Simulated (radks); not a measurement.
Task: Yb2+, 68 electrons, occupied as [Xe] 4f14 (the NIST ground configuration). All-electron calculation, Dirac Kohn-Sham, PBE, spin-unpolarised, spherical densities, point nucleus. Program: a radial shooting solver on a logarithmic mesh with Libxc functionals. Some entries of the table are withheld. Estimate them.

orbital,occ.,eigenvalue (eV),<1/r> (bohr^-1),<r> (bohr)
1s1/2,2,-61183.42,80.67,0.01966
2s1/2,2,-10371.65,19.47,0.08274
2p1/2,2,-9892.204,19.44,0.06872
2p3/2,4,-8845.073,16.69,0.07622
3s1/2,2,-2348.870,7.137,0.2162
3p1/2,2,(1),7.051,0.2061
3p3/2,4,(2),6.345,0.2201
3d3/2,4,(3),6.233,0.1935
3d5/2,6,(4),6.063,0.1978
4s1/2,2,-473.7841,2.985,0.4878
4p1/2,2,-388.3237,2.874,0.4957
4p3/2,4,-338.0330,2.629,0.5281
4d3/2,4,-197.6383,2.406,0.5536
4d5/2,6,-188.4866,2.345,0.5651
5s1/2,2,(5),1.105,1.208
5p1/2,2,(6),0.9679,1.363
5p3/2,4,(7),0.8819,1.476
4f5/2,6,-18.3512,(8),0.7696
4f7/2,8,-17.0316,(9),0.7902

Result: 
(1) 3p1/2 eigenvalue (eV): -2137.568
(2) 3p3/2 eigenvalue (eV): -1915.301
(3) 3d3/2 eigenvalue (eV): -1556.211
(4) 3d5/2 eigenvalue (eV): -1507.655
(5) 5s1/2 eigenvalue (eV): -69.5964
(6) 5p1/2 eigenvalue (eV): -46.5282
(7) 5p3/2 eigenvalue (eV): -40.3975
(8) 4f5/2 <1/r> (bohr^-1): 1.753
(9) 4f7/2 <1/r> (bohr^-1): 1.719
